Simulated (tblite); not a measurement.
A tight-binding relaxation on `[Se](CCCC)[Si@@H](C#C)F`.

Computed with GFN2-xTB geometry optimisation, gas phase (tblite 0.8.0). Start geometry: from a force field or distance geometry. A driver script takes a list of jobs; this job's settings line and coordinates (Å) are shown.

Command:
```bash
OMP_NUM_THREADS=1 python probes_run.py task.json out
```

Input:
```
{"job": {"kind": "relax", "xc": "GFN2-xTB", "basis": "xTB"}, "charge": 0, "multiplicity": 1}
C      4.588800     1.420500     0.576700
C      3.936500     0.528100     0.082600
Si     3.004400    -0.836500    -0.649300
F      2.518200    -1.844800     0.596200
Se     1.351500    -0.162400    -1.999800
C     -0.175600     0.650400    -1.180900
C     -1.095000    -0.324200    -0.499900
C     -2.277300     0.358800     0.148800
C     -3.214700    -0.619500     0.833600
H      5.145400     2.235000     1.000200
H      3.950700    -1.635000    -1.463900
H     -0.731000     1.201900    -1.961200
H      0.142200     1.408800    -0.426000
H     -0.524400    -0.804500     0.335900
H     -1.418600    -1.106300    -1.200900
H     -2.843200     0.993300    -0.581200
H     -1.901900     1.048300     0.928400
H     -2.667600    -1.313200     1.503600
H     -3.961200    -0.030400     1.458300
H     -3.832200    -1.157900     0.085900
```

Question: What does the run print?

Answer: 
```
step      E/eV     max force
  0    -764.25179    1.980
  1    -764.43424    2.848
  2    -764.37171    5.197
  3    -764.51997    0.406
  4    -764.53313    0.292
  5    -764.55169    0.448
  6    -764.56075    0.329
  7    -764.57407    0.218
  8    -764.58241    0.194
  9    -764.58935    0.177
... (230 lines left out)
240    -764.74074    0.018
241    -764.74080    0.015
242    -764.74084    0.014
243    -764.74087    0.012
244    -764.74090    0.015
245    -764.74093    0.016
246    -764.74096    0.016
247    -764.74100    0.014
248    -764.74103    0.012
249    -764.74105    0.009
```

«max force» is the largest atomic force in eV/Å.

Question: From which step on does the largest force stay under 0.1 eV/Å, and how much energy is left to gain from there?

Answer: From step 220 (0.067 eV/Å), 5.4 meV above the end.

Summary of the converged run: energy lowered by 11.3 kcal/mol over 249 steps; largest atomic force 0.009 eV/Å at the end.

Question: Where do the atoms end?

Answer: 1.029 Å rms from the input after alignment:
```
atom  x, y, z in Å
C1     2.6526    1.1080    1.2123
C2     2.7174    0.2257    0.3984
Si3    2.7394   -1.0790   -0.9088
F4     2.2155   -2.4216   -0.1840
Se5    1.3443   -0.5016   -2.6138
C6     0.0290    0.5643   -1.5885
C7    -0.7493   -0.2729   -0.5916
C8    -1.7724    0.5762    0.1603
C9    -2.5439   -0.2513    1.1809
H10    2.6104    1.8659    1.9411
H11    4.0554   -1.3948   -1.4255
H12   -0.6305    1.0020   -2.3397
H13    0.5853    1.3621   -1.0930
H14   -0.0594   -0.7225    0.1276
H15   -1.2621   -1.0836   -1.1149
H16   -2.4710    1.0183   -0.5536
H17   -1.2556    1.3929    0.6703
H18   -1.8644   -0.6843    1.9114
H19   -3.2664    0.3675    1.7079
H20   -3.0796   -1.0608    0.6904
```

Hardware: an Arm Neoverse V1 with one thread, no GPU (shared host). Cost: 2.4 s of wall time.
Labels such as C1 count atoms from 1, the log's own numbers from 0.
